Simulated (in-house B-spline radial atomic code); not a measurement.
Ionising Os⁶⁺ with different functionals

Computed with a radial B-spline atomic code at the basis-set limit: scalar-relativistic (spin-free X2C) Hamiltonian, Fermi nucleus of rms radius 5.4126 fm, spin-polarised at highest spin, spherical fractional occupations for the functionals, and exact exchange of hybrids averaged over the configuration. The ionisation energy is the difference of two self-consistent energies, [Xe] 4f14 5d2 → [Xe] 4f14 5d1, without Breit or QED terms; ε is the level of the shell that loses the electron (its least bound occupied spin orbital). There is no spin-orbit coupling in this Hamiltonian.

```tsv
method	rung	ΔSCF (eV)	-ε(5d) (eV)
PBE0	global hybrid	85.64	80.09
B3LYP	global hybrid	?	?
TPSSh	global hybrid	?	?
BHandHLYP	global hybrid	85.53	81.93
r2SCAN0	global hybrid	85.61	80.14
B97-1	global hybrid	85.46	79.57
HSE06	range-separated hybrid	85.59	79.62
wB97X	range-separated hybrid	85.16	82.31
CAM-B3LYP	range-separated hybrid	85.66	81.57
LC-wPBE	range-separated hybrid	85.61	83.03
```

**Question.** What does B3LYP give?

**Answer.** ΔSCF 85.68 eV, and -ε(5d) = 79.67 eV.

**Question.** What does TPSSh give?

**Answer.** ΔSCF 85.52 eV, and -ε(5d) = 78.78 eV.

**Question.** Among the functionals, which spreads more, the ΔSCF values or the orbital energies?

**Answer.** The orbital energies: ΔSCF values span about 0.52 eV and the orbital energies 4.26 eV; here energy differences depend much less on the functional than eigenvalues do.

**Question.** How do they compare with the NIST value?

**Answer.** NIST lists 85 eV ± 2 (tabulated theory, ground level to ground level). Errors run from +0.06 to +0.58 eV; all lie within about twice that uncertainty, so the table can't rank the methods.
